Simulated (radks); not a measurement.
The mean radii <r> (bohr) of the occupied orbitals of an atom or ion are listed with their occupations. All-electron calculation, scalar-relativistic Kohn-Sham, r2SCAN, spin-polarised, spherical densities, finite nucleus; meta-GGA in the generalised Kohn-Sham scheme; Fermi nuclear charge, rms radius of each element as measured or else 0.836 A^(1/3) + 0.57 fm. Program: a radial shooting solver on a logarithmic mesh with Libxc functionals.

| orbital | occ. | <r> |
|---|---|---|
| 1s | 2 | 0.02972 |
| 2s | 2 | 0.1285 |
| 2p | 6 | 0.1122 |
| 3s | 2 | 0.3478 |
| 3p | 6 | 0.3466 |
| 3d | 10 | 0.3243 |
| 4s | 2 | 0.8505 |
| 4p | 6 | 0.9237 |
| 4d | 10 | 1.176 |
| 5s | 2 | 2.480 |

Name the element and its charge. Open shells, if any, are filled with parallel spins first.

Answer. Z = 49, indium, charge +1: In+ in [Kr] 4d10 5s2. The 1s radius gives Z: for a bare nucleus <r> = (2 gamma + 1)/(2Z) with gamma = sqrt(1 - (Z/c)^2), 0.02926 bohr for Z = 49, and screening makes it slightly larger (0.02972 here). The occupations add up to 48, and the charge is Z minus that.
